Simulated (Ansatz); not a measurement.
Consider the redistribution: `[OH][GeH]([OH])[Cl]` + `[CH3][Al]([OH])[O][SiH3]` → `[OH][Ge]([OH])([SiH3])[Cl]` + `[CH3][Al]([OH])[OH]`.

Gas-phase electronic energies from Ansatz, PBE0-D4/def2-TZVP geometries. CCSD(T)/CBS adds triple-zeta CCSD(T) − MP2 to the extrapolated MP2 energy (def2 sets, frozen cores). DFT in def2-TZVPP. B3LYP here is the variant with VWN-RPA as its local correlation; programs differ in this. For Ge outer-core shells are correlated without core-valence functions, which leaves a few kJ/mol of doubt a bond. Scalar relativity is left out up to krypton. Each species was taken in one conformer, which may not be the lowest.

Q: Is it downhill or uphill in electronic energy at CCSD(T)/CBS, and by how much? (Estimate.)

A: The calculation gave: Uphill: ΔE = +89.6 kJ/mol.

Q: What do these levels give: r2SCAN-D4, B97M-V, PBE0-D4, r2SCAN0-D4, ωB97M-V, B2PLYP, BLYP, r2SCAN, PBE0, B3LYP, HF/def2-SVP, CCSD(T)/def2-TZVPP? (Estimate.)

A: Computed: r2SCAN-D4 86.4, B97M-V 96.1, PBE0-D4 77.1, r2SCAN0-D4 91.6, ωB97M-V 91.2, B2PLYP 94.7, BLYP 82.3, r2SCAN 86.8, PBE0 79.1, B3LYP 90.8, HF/def2-SVP 120.6, CCSD(T)/def2-TZVPP 92.9 kJ/mol.

Largest T1 diagnostic among the species: 0.012.

In def2-TZVPP, CCSD(T) changes the Hartree–Fock value by −30.7 kJ/mol (the triples alone add −4.3 kJ/mol) and MP2 by −27.2 kJ/mol. At CCSD(T), def2-SVP lies +7.7 kJ/mol from the extrapolated value and def2-TZVPP +3.3 kJ/mol. From r2SCAN to r2SCAN0 (25 % exact exchange), in def2-TZVPP and without D4, ΔE moves by +5.3 kJ/mol.
